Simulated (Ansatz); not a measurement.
Calculated with Ansatz (gas phase, PBE0-D4/def2-TZVP geometries, no zero-point term in ΔE). CBS: MP2 limit from def2 TZ/QZ plus the TZ coupled-cluster correction, frozen cores. This one scheme is used for every species, atoms too. DFT in def2-TZVPP. B3LYP here is the variant with VWN-RPA as its local correlation; programs differ in this. Open shells (•) are unrestricted, without spin–orbit coupling. Spin–orbit coupling would lower the free atoms: a little for C, S, Si. One conformer a species, not always the lowest.

`CC(S)N[SiH3]` → 2 C• + 9 H• + N• + S• + Si•  (atomization)

`CC(S)N[SiH3]`:

Cartesian coordinates in Å:
```
C -1.295 1.094 1.109
C -0.445 0.559 -0.026
S -1.584 0.341 -1.469
N 0.267 -0.624 0.351
Si 1.738 -1.119 -0.401
H -1.808 2.012 0.820
H -0.661 1.296 1.974
H -2.050 0.358 1.399
H 0.287 1.315 -0.321
H -0.652 -0.110 -2.323
H -0.341 -1.346 0.711
H 2.696 0.015 -0.329
H 1.606 -1.494 -1.841
H 2.240 -2.297 0.347
```

```json
{"level": "PBE-D4", "ΔE (kcal/mol)": "1175.5", "difference from CCSD(T)/CBS": "14.1"}
{"level": "r2SCAN-D4", "ΔE (kcal/mol)": "1159.6", "difference from CCSD(T)/CBS": "-1.8"}
{"level": "PBE0-D4", "ΔE (kcal/mol)": "1160.6", "difference from CCSD(T)/CBS": "-0.8"}
{"level": "B3LYP-D4", "ΔE (kcal/mol)": "1162.6", "difference from CCSD(T)/CBS": "1.2"}
{"level": "ωB97X-V", "ΔE (kcal/mol)": "1167.3", "difference from CCSD(T)/CBS": "5.9"}
{"level": "ωB97M-V", "ΔE (kcal/mol)": "1166.1", "difference from CCSD(T)/CBS": "4.7"}
{"level": "B2PLYP", "ΔE (kcal/mol)": "1146.3", "difference from CCSD(T)/CBS": "-15.1"}
{"level": "PBE", "ΔE (kcal/mol)": "1167.7", "difference from CCSD(T)/CBS": "6.3"}
{"level": "r2SCAN", "ΔE (kcal/mol)": "1157.6", "difference from CCSD(T)/CBS": "-3.8"}
{"level": "HF/def2-TZVPP", "ΔE (kcal/mol)": "841.0", "difference from CCSD(T)/CBS": "-320.4"}
{"level": "SCS-MP2/def2-TZVPP", "ΔE (kcal/mol)": "1141.2", "difference from CCSD(T)/CBS": "-20.2"}
{"level": "CCSD/def2-TZVPP", "ΔE (kcal/mol)": "1114.5", "difference from CCSD(T)/CBS": "-46.9"}
{"level": "CCSD(T)/def2-TZVPP", "ΔE (kcal/mol)": "1130.0", "difference from CCSD(T)/CBS": "-31.4"}
{"level": "HF/def2-QZVPP", "ΔE (kcal/mol)": "842.8", "difference from CCSD(T)/CBS": "-318.6"}
{"level": "MP2/def2-QZVPP", "ΔE (kcal/mol)": "1155.8", "difference from CCSD(T)/CBS": "-5.6"}
{"level": "SCS-MP2/def2-QZVPP", "ΔE (kcal/mol)": "1162.3", "difference from CCSD(T)/CBS": "0.9"}
{"level": "CCSD(T)/CBS", "ΔE (kcal/mol)": "1161.4", "difference from CCSD(T)/CBS": "0"}
```

Largest T1 diagnostic among the species: 0.012.

From PBE to PBE0 (25 % exact exchange), in def2-TZVPP and without D4, ΔE moves by −13.7 kcal/mol: exact exchange takes away binding that semilocal exchange gives to molecules. The D4 term adds +12.6 kcal/mol with B3LYP and +6.7 kcal/mol with PBE0; it sums over pairs of atoms, weighted by their polarisabilities, and B3LYP, whose exchange is more repulsive, gets the larger term. In def2-TZVPP, CCSD(T) changes the Hartree–Fock value by +289.0 kcal/mol (the triples alone add +15.5 kcal/mol) and MP2 by +296.1 kcal/mol; breaking electron pairs costs correlation energy, which Hartree–Fock lacks.

For atomizations the MP2-based limit and the directly extrapolated one differ by several kJ/mol either way, and by 10 to 25 for some Ge, Se and Sn compounds, so smaller differences from it don't rank the levels.
